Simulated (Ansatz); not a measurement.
`[SiH3]C(Cl)(Cl)[TeH]` + H₂ → `[SiH3]C(Cl)Cl` + H₂Te at 298.15 K and 1 bar (hydrogenolysis of a C–Te bond).

Calculated with Ansatz (gas phase, PBE0-D4/def2-TZVP geometries, no zero-point term in ΔE). CCSD(T)/CBS adds triple-zeta CCSD(T) − MP2 to the extrapolated MP2 energy (def2 sets, frozen cores). This one scheme is used for every species. def2 core potentials past Kr. For Te outer-core shells are correlated without core-valence functions, which leaves a few kJ/mol of doubt a bond.

```json
{"species": "`[SiH3]C(Cl)(Cl)[TeH]`", "CCSD(T)/CBS energy (Eh)": "-1516.79377", "H − E (kJ/mol)": "128.8", "S (J/(mol·K))": "386.3"}
{"species": "H₂", "CCSD(T)/CBS energy (Eh)": "-1.17544", "H − E (kJ/mol)": "35.1", "S (J/(mol·K))": "130.4"}
{"species": "`[SiH3]C(Cl)Cl`", "CCSD(T)/CBS energy (Eh)": "-1249.07910", "H − E (kJ/mol)": "133.4", "S (J/(mol·K))": "327.6"}
{"species": "H₂Te", "CCSD(T)/CBS energy (Eh)": "-268.91024", "H − E (kJ/mol)": "41.3", "S (J/(mol·K))": "228.4"}
```

H − E and S are ideal-gas, rigid-rotor, harmonic terms from PBE0-D4/def2-TZVP, for one conformer and one mirror image of each species. The MP2-based limit puts H₂ 0.8 mEh under its directly extrapolated value; such offsets cancel only in part. 1 Eh = 2625.50 kJ/mol, R = 8.31446 J/(mol·K).

Question: By hand: ΔE, ΔH, ΔS and ΔG.

Answer: ΔE = (-1249.07910) + (-268.91024) − (-1516.79377) − (-1.17544) = -0.02013 Eh = -52.9 kJ/mol. Δ(H − E) = 133.4 + 41.3 − 128.8 − 35.1 = 10.8, so ΔH = -42.1 kJ/mol. ΔS = 327.6 + 228.4 − 386.3 − 130.4 = 39.3 J/(mol·K). ΔG = -42.1 − 298.15 × (39.3)/1000 = -53.8 kJ/mol.

Question: By hand: the equilibrium constant, and the temperature at which ΔG would vanish if ΔH and ΔS stayed fixed.

Answer: log₁₀ K = −ΔG/(RT ln 10) = 9.4. ΔH and −TΔS have one sign here, so there is no such temperature.

ΔH outweighs TΔS. A doubt of 5 kJ/mol in ΔE shifts log₁₀ K by 0.9 here. Other conformers and mirror images would add mixing entropy, several J/(mol·K) or more a flexible species. These are equilibria of isolated gas molecules and say nothing of rates. Largest T1 diagnostic: 0.011 (customary marks: 0.02 for closed shells, 0.045 for open ones).
